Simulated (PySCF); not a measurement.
**Fractional electron number in Ni²⁺ (nickel, charge +2)**

The 3d beta orbital of [Ar] 3d8 is emptied in steps (occupation f), with all orbitals relaxed, ending at [Ar] 3d7. Calculation: PySCF 2.14, in aug-pcseg-2 (7s5p4d3f2g, 81 functions); no relativity, point nucleus. The exact energy is a straight line in f; departures are measured from the line between the end points of the same method.

```csv
f,TPSS (eV)
1,0.000
0.9,-0.757
0.7,-1.781
0.5,-2.136
0.3,-1.806
0.1,-0.779
0,0.000
```

```json
{"method": "TPSS", "E(f=0) − E(f=1) (eV)": "36.154", "−ε at f=1 (eV)": "27.774", "−ε at f=0.5 (eV)": "36.080"}
```

Orbital energy along the path (eV):

```tsv
f	TPSS
1	-27.774
0.9	-29.391
0.7	-32.694
0.5	-36.080
0.3	-39.538
0.1	-43.055
0	-44.831
```

Reference removal energy between the ground levels: 35.187 ± 0.019 eV (measured; NIST Atomic Spectra Database, ionization energies). The calculation has no spin-orbit coupling. The determinant left behind need not be the lowest term of the ion.
